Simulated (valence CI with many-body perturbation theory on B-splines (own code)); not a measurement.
# Level structure of Ag VII

Method: valence CI with perturbative core correlation (CI+MBPT): five valence electrons over a frozen Dirac-Fock core [Kr], radial functions for each j: 7 s, 7 p, 8 d, 6 f, 4 g, 1 h, with the one-electron correlation potential Σ1 (screened to all orders), the two-electron term Σ2, the three-electron term Σ3, Breit, model QED; selected single and double excitations, second order for the rest, scaled by the run's own slope (own B-spline code, finite nucleus).

Against 33 measured levels this calculation errs by 361 cm⁻¹ on average and by 1025 at most. These come from a selection out of Gamrath, thesis, University of Mons (2023). Levels without a partner in it may be off by more, other configurations by 1,000 to 8,000 cm⁻¹. Among the levels kept, up to 1400 cm⁻¹ of a level comes from second order outside the variational space, and about a tenth of that is noise between levels of different J, which matters for small intervals. The list stops below the first excitations out of the core.

Levels 46 to 90 of 101, with energies above the lowest level, 4d5 6S_5/2. "Leading %" is the weight of the configuration and term that name the level; weights of strongly mixed levels are sums over their largest components and can fall short. In the jj column 3d3/2^4 stands for four electrons in 3d with j = 3/2. Lifetimes count E1, E2, E3, M1 and M2 decay at the calculated energies, and are blank where another channel may lead or the interval is too uncertain; long ones can be off by a factor of two.

```
No.  Configuration  Term     J  E (eV)  Leading %                 Leading jj  Lifetime      g
 46         4d4 5s    4D   7/2  32.231         89  4d3/2^2 4d5/2^2 5s (37 %)   6.11 μs  1.401
 47         4d4 5s    4H   7/2  32.795         79    4d3/2^3 4d5/2 5s (48 %)   13.6 μs  0.740
 48         4d4 5s    4P   1/2  32.815         82          4d3/2^4 5s (38 %)   12.6 μs  2.518
 49         4d4 5s    4H   9/2  32.878         70    4d3/2^3 4d5/2 5s (44 %)   13.4 μs  1.032
 50         4d4 5s    4H  11/2  33.102         84  4d3/2^2 4d5/2^2 5s (87 %)   13.6 μs  1.148
 51         4d4 5s    4G   5/2  33.287         54  4d3/2^2 4d5/2^2 5s (57 %)   13.0 μs  0.785
 52         4d4 5s    4H  13/2  33.295         93  4d3/2^2 4d5/2^2 5s (63 %)   13.3 μs  1.222
 53         4d4 5s    4P   3/2  33.359         88  4d3/2^2 4d5/2^2 5s (46 %)   12.6 μs  1.692
 54         4d4 5s    4F   7/2  33.390         44  4d3/2^2 4d5/2^2 5s (51 %)   12.5 μs  1.074
 55         4d4 5s    4F   3/2  33.434         92  4d3/2^2 4d5/2^2 5s (56 %)   12.6 μs  0.432
 56         4d4 5s    4F   9/2  33.500         50    4d3/2 4d5/2^3 5s (36 %)   11.9 μs  1.201
 57         4d4 5s    4F   5/2  33.731         48  4d3/2^2 4d5/2^2 5s (41 %)   11.7 μs  0.855
 58         4d4 5s    4G   7/2  33.974         47  4d3/2^2 4d5/2^2 5s (49 %)   12.4 μs  1.096
 59         4d4 5s    4P   5/2  33.977         76  4d3/2^2 4d5/2^2 5s (53 %)   12.3 μs  1.542
 60         4d4 5s    4G   9/2  33.978         52  4d3/2^2 4d5/2^2 5s (76 %)   9.79 μs  1.093
 61         4d4 5s    4G  11/2  34.015         55  4d3/2^2 4d5/2^2 5s (55 %)   10.1 μs  1.185
 62         4d4 5s    2H   9/2  34.082         51  4d3/2^2 4d5/2^2 5s (67 %)   8.03 μs  1.073
 63         4d4 5s    2P   1/2  34.120         70  4d3/2^2 4d5/2^2 5s (62 %)   7.21 μs  0.653
 64         4d4 5s    2H  11/2  34.381         49    4d3/2 4d5/2^3 5s (58 %)   8.30 μs  1.121
 65         4d4 5s    2G   7/2  34.413         38    4d3/2^3 4d5/2 5s (42 %)   7.20 μs  1.079
 66         4d4 5s    4D   7/2  34.560         78  4d3/2^2 4d5/2^2 5s (50 %)   9.77 μs  1.353
 67         4d4 5s    2F   5/2  34.582         43    4d3/2 4d5/2^3 5s (32 %)   8.64 μs  1.103
 68         4d4 5s    4D   3/2  34.605         72  4d3/2^2 4d5/2^2 5s (47 %)   9.64 μs  1.200
 69         4d4 5s    4D   5/2  34.788         42    4d3/2 4d5/2^3 5s (52 %)   8.57 μs  1.156
 70         4d4 5s    2G   7/2  34.827         75  4d3/2^2 4d5/2^2 5s (61 %)   7.71 μs  0.953
 71         4d4 5s    4D   1/2  34.887         82    4d3/2 4d5/2^3 5s (76 %)   9.65 μs  0.172
 72         4d4 5s    2I  13/2  34.970         93    4d3/2 4d5/2^3 5s (63 %)   9.70 μs  1.086
 73         4d4 5s    2I  11/2  35.095         75    4d3/2 4d5/2^3 5s (83 %)   8.82 μs  0.964
 74         4d4 5s    2G   9/2  35.105         89    4d3/2 4d5/2^3 5s (67 %)   6.49 μs  1.104
 75         4d4 5s    2P   3/2  35.115         63    4d3/2 4d5/2^3 5s (44 %)   7.00 μs  1.257
 76         4d4 5s    2D   5/2  35.550         82  4d3/2^2 4d5/2^2 5s (36 %)   6.71 μs  1.167
 77         4d4 5s    2G   9/2  35.580         75          4d5/2^4 5s (43 %)   8.90 μs  1.114
 78         4d4 5s    2D   3/2  35.699         87    4d3/2 4d5/2^3 5s (52 %)   7.75 μs  0.837
 79         4d4 5s    2G   7/2  35.726         61          4d5/2^4 5s (58 %)   7.89 μs  0.971
 80         4d4 5s    2S   1/2  36.036         85    4d3/2 4d5/2^3 5s (69 %)   8.74 μs  1.955
 81         4d4 5s    2D   5/2  36.280         75  4d3/2^2 4d5/2^2 5s (49 %)   9.01 μs  1.227
 82         4d4 5s    2D   3/2  36.387         74  4d3/2^2 4d5/2^2 5s (49 %)   7.57 μs  0.836
 83         4d4 5s    2F   7/2  36.664         80    4d3/2 4d5/2^3 5s (57 %)   8.38 μs  1.160
 84         4d4 5s    2F   5/2  36.727         78    4d3/2 4d5/2^3 5s (64 %)   8.62 μs  0.908
 85         4d4 5s    4P   5/2  37.271         86  4d3/2^2 4d5/2^2 5s (51 %)   8.31 μs  1.548
 86         4d4 5s    4F   9/2  37.436         93  4d3/2^2 4d5/2^2 5s (68 %)   8.72 μs  1.322
 87         4d4 5s    4F   3/2  37.517         81  4d3/2^2 4d5/2^2 5s (43 %)   8.62 μs  0.561
 88         4d4 5s    4F   5/2  37.600         82    4d3/2 4d5/2^3 5s (62 %)   8.78 μs  1.028
 89         4d4 5s    4F   7/2  37.606         82    4d3/2 4d5/2^3 5s (67 %)   8.58 μs  1.220
 90         4d4 5s    4P   3/2  37.653         80    4d3/2 4d5/2^3 5s (60 %)   8.10 μs  1.568
```

Names give the largest LS component (configuration and term), which can be under half, so a name can repeat, a term be missing and a line seem to break the LS rules; names also repeat where a configuration has a term twice.

Where two levels of one J and parity lie close, their mixing, g and order are uncertain.
